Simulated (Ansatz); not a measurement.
Consider the substitution at a C–C bond: `FCCC(F)(F)CF` + `OCF` → `FCCOCF` + `FCC(F)F`.

Computed with Ansatz on PBE0-D4/def2-TZVP structures; ΔE is electronic, products minus reactants. CBS: MP2 limit from def2 TZ/QZ plus the TZ coupled-cluster correction, frozen cores. Functionals use def2-TZVPP. Each species was taken in one conformer, which may not be the lowest.

(1) Is it downhill or uphill in electronic energy at CCSD(T)/CBS, and by how much? (Estimate.)

(2) What do these levels give: revPBE-D4, B97M-V, r2SCANh-D4, B2PLYP, revPBE, CCSD/def2-SVP, CCSD(T)/def2-SVP, MP2/def2-TZVPP, SCS-MP2/def2-TZVPP, MP2/def2-QZVPP, HF/CBS(def2), MP2/CBS(def2)? (Estimate.)

Largest T1 diagnostic among the species: 0.011.

Answers

(1) Ansatz gave: Uphill: ΔE = +0.58 eV.

(2) Ansatz gave: revPBE-D4 0.52, B97M-V 0.56, r2SCANh-D4 0.56, B2PLYP 0.49, revPBE 0.44, CCSD/def2-SVP 0.58, CCSD(T)/def2-SVP 0.59, MP2/def2-TZVPP 0.59, SCS-MP2/def2-TZVPP 0.54, MP2/def2-QZVPP 0.60, HF/CBS(def2) 0.39, MP2/CBS(def2) 0.62 eV.

From BLYP to BHLYP (50 % exact exchange), in def2-TZVPP and without D4, ΔE moves by +0.07 eV. In def2-TZVPP, CCSD(T) changes the Hartree–Fock value by +0.16 eV (the triples alone add +0.02 eV) and MP2 by +0.19 eV. The D4 term adds +0.05 eV with B3LYP and +0.03 eV with PBE0; it sums over pairs of atoms, weighted by their polarisabilities, and B3LYP, whose exchange is more repulsive, gets the larger term.

B3LYP here is the variant with VWN-RPA as its local correlation; programs differ in this.
